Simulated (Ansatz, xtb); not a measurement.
**Relative energy of two isomers of C3H9F3Si2**

Structure X is `C[SiH]([SiH3])CC(F)(F)F`, a singlet and structure Y is `FC(F)(F)C[SiH2]C[SiH3]`, a singlet. Both are isolated molecules in the gas phase, relaxed with B3LYP/def2-SVP, each in the lowest conformer that the search found.

X (Å):

```yaml
atoms:
  - { symbol: C, position_ang: [1.5267, -0.0171, 0.3282] }
  - { symbol: C, position_ang: [-1.6005, -0.1755, 0.1244] }
  - { symbol: C, position_ang: [-1.9597, -0.6924, 1.4923] }
  - { symbol: F, position_ang: [-2.0909, -2.0376, 1.4992] }
  - { symbol: F, position_ang: [-3.1213, -0.1863, 1.9434] }
  - { symbol: F, position_ang: [-1.0169, -0.3865, 2.4101] }
  - { symbol: Si, position_ang: [0.0714, -0.7743, -0.6099] }
  - { symbol: Si, position_ang: [0.1702, -3.1332, -0.6515] }
  - { symbol: H, position_ang: [2.4843, -0.3169, -0.1268] }
  - { symbol: H, position_ang: [1.4719, 1.0838, 0.3087] }
  - { symbol: H, position_ang: [1.5255, -0.3406, 1.3802] }
  - { symbol: H, position_ang: [0.0628, -0.2709, -2.0188] }
  - { symbol: H, position_ang: [0.3649, -3.6876, 0.7197] }
  - { symbol: H, position_ang: [1.3214, -3.5663, -1.5019] }
  - { symbol: H, position_ang: [-1.0829, -3.6996, -1.2336] }
  - { symbol: H, position_ang: [-2.4131, -0.4600, -0.5627] }
  - { symbol: H, position_ang: [-1.5912, 0.9256, 0.1739] }
```

Y (Å):

```json
{"atom": "C", "x (Å)": "-1.1506", "y (Å)": "-0.3526", "z (Å)": "-0.7665"}
{"atom": "C", "x (Å)": "0.2392", "y (Å)": "0.1050", "z (Å)": "-1.1272"}
{"atom": "C", "x (Å)": "1.4200", "y (Å)": "-0.4285", "z (Å)": "1.7483"}
{"atom": "F", "x (Å)": "-1.2611", "y (Å)": "-1.6969", "z (Å)": "-0.7982"}
{"atom": "F", "x (Å)": "-2.0832", "y (Å)": "0.1379", "z (Å)": "-1.6022"}
{"atom": "F", "x (Å)": "-1.4977", "y (Å)": "0.0389", "z (Å)": "0.4800"}
{"atom": "Si", "x (Å)": "1.6719", "y (Å)": "-0.6485", "z (Å)": "-0.1074"}
{"atom": "Si", "x (Å)": "1.4256", "y (Å)": "1.3366", "z (Å)": "2.4304"}
{"atom": "H", "x (Å)": "0.4078", "y (Å)": "-0.1410", "z (Å)": "-2.1880"}
{"atom": "H", "x (Å)": "0.2612", "y (Å)": "1.2031", "z (Å)": "-1.0453"}
{"atom": "H", "x (Å)": "2.9086", "y (Å)": "0.0532", "z (Å)": "-0.5628"}
{"atom": "H", "x (Å)": "1.7992", "y (Å)": "-2.0937", "z (Å)": "-0.4519"}
{"atom": "H", "x (Å)": "2.2164", "y (Å)": "-0.9927", "z (Å)": "2.2664"}
{"atom": "H", "x (Å)": "0.4644", "y (Å)": "-0.9063", "z (Å)": "2.0247"}
{"atom": "H", "x (Å)": "1.0961", "y (Å)": "1.3347", "z (Å)": "3.8861"}
{"atom": "H", "x (Å)": "2.7746", "y (Å)": "1.9512", "z (Å)": "2.2490"}
{"atom": "H", "x (Å)": "0.4273", "y (Å)": "2.1891", "z (Å)": "1.7206"}
```

Quicker runs give these differences E(Y) − E(X): GFN2-xTB −6.15 kcal/mol; HF/STO-3G +3.41 kcal/mol (at GFN2-xTB geometries); r2SCAN-D4/def2-SVP +0.51 kcal/mol (at GFN2-xTB geometries).

Problem. Which of the two would you expect CCSD(T)/def2-SVP + ΔMP2/def2-TZVPP electronic energies to favour?

Solution. CCSD(T)/def2-SVP + ΔMP2/def2-TZVPP gives E(Y) − E(X) = −1.05 kcal/mol, favouring structure Y, but this leans on the basis-set step: CCSD(T) alone gives −0.25 kcal/mol.

The same difference at several levels:

```
                             level        geometry  E(Y) − E(X) (kcal/mol)  departure from the last row (kcal/mol)  job, with rough time for the two
                          GFN2-xTB        GFN2-xTB                     −6.15                                   −5.10              optimisation, 0.31 s
                         HF/STO-3G        GFN2-xTB                     +3.41                                   +4.46               single point, 0.6 s
                r2SCAN-D4/def2-SVP        GFN2-xTB                     +0.51                                   +1.56               single point, 4.4 s
                    B3LYP/def2-SVP  B3LYP/def2-SVP                     +0.73                                   +1.79                optimisation, 83 s
                       HF/def2-SVP  B3LYP/def2-SVP                     −2.00                                   −0.94           part of the CCSD(T) run
                      MP2/def2-SVP  B3LYP/def2-SVP                     −1.38                                   −0.33           part of the CCSD(T) run
                  CCSD(T)/def2-SVP  B3LYP/def2-SVP                     −0.25                                   +0.81                      single point
CCSD(T)/def2-SVP + ΔMP2/def2-TZVPP  B3LYP/def2-SVP                     −1.05                                                     single point, 1.7 min
```

As drawn, Y has 1 C–Si, 1 Si–H in place of 1 Si–Si, 1 C–H.

HF/STO-3G, r2SCAN-D4/def2-SVP, B3LYP/def2-SVP put the two in the other order. CCSD(T)/def2-SVP finds them nearly level. The largest departure from CCSD(T)/def2-SVP + ΔMP2/def2-TZVPP is that of GFN2-xTB, 5.10 kcal/mol. The last row adds to CCSD(T) the change of the MP2 difference between the two basis sets, here −0.81 kcal/mol.

With thermal terms from frequencies at re-optimised GFN2-xTB minima (ideal gas, soft modes damped towards free rotors, one conformer each, 298.15 K, 1 atm): the zero-point term adds −1.09 kcal/mol; ΔH is −2.55 and ΔG −1.61 kcal/mol.

The correlated steps freeze 16 core orbitals. Codes used: Ansatz 0.2.0, xtb 6.7.1; the last row on 2 threads of Intel(R) Xeon(R) 6975P-C (Granite Rapids) on a shared host.
